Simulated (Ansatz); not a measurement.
Molecule: C5H10Cl (charge 0, doublet). It need not be the lowest isomer of its formula. SMILES: CCCC[CH]Cl
Structure (B3LYP-D3(BJ)/def2-TZVP (Ansatz, a first-principles code) minimum search):
```xyz
16

C     -3.3095    -0.6200    -0.0957
C     -1.9682    -0.9846     0.5339
C     -0.7797    -0.3984    -0.2227
C      0.5731    -0.7660     0.4180
C      1.7503    -0.2039    -0.2829
Cl     2.0790     1.4797    -0.1610
H     -3.3741    -0.9866    -1.1229
H     -3.4485     0.4633    -0.1227
H     -4.1426    -1.0490     0.4639
H     -1.8675    -2.0740     0.5782
H     -1.9417    -0.6340     1.5707
H     -0.8667     0.6909    -0.2610
H     -0.7924    -0.7480    -1.2597
H      0.6774    -1.8555     0.4340
H      0.5703    -0.4296     1.4602
H      2.2466    -0.6941    -1.1071
```
Charge 0, spin multiplicity 2.

Computed values are from Ansatz. Valence correlation only, unless marked. UHF or UKS for open shells. Spin-orbit coupling is left out. No relativistic terms. Basis-set limits of correlation are two-point, X^-3; Hartree-Fock from the larger set. [CCSD(T)-MP2]/basis is that difference in the basis named.

The atomisation energy De is 6149.7 kJ/mol at RI-MP2/CBS(cc-pV(T+d)Z,cc-pV(Q+d)Z)+[CCSD(T)-MP2]/cc-pV(T+d)Z and the total energy is -656.0049 Eh at RI-MP2/CBS(cc-pV(T+d)Z,cc-pV(Q+d)Z)+[CCSD(T)-MP2]/cc-pV(T+d)Z. The dipole moment is 1.61 D at CCSD(T)/aug-cc-pV(D+d)Z and the T1 diagnostic is 0.012 at CCSD/cc-pV(T+d)Z.
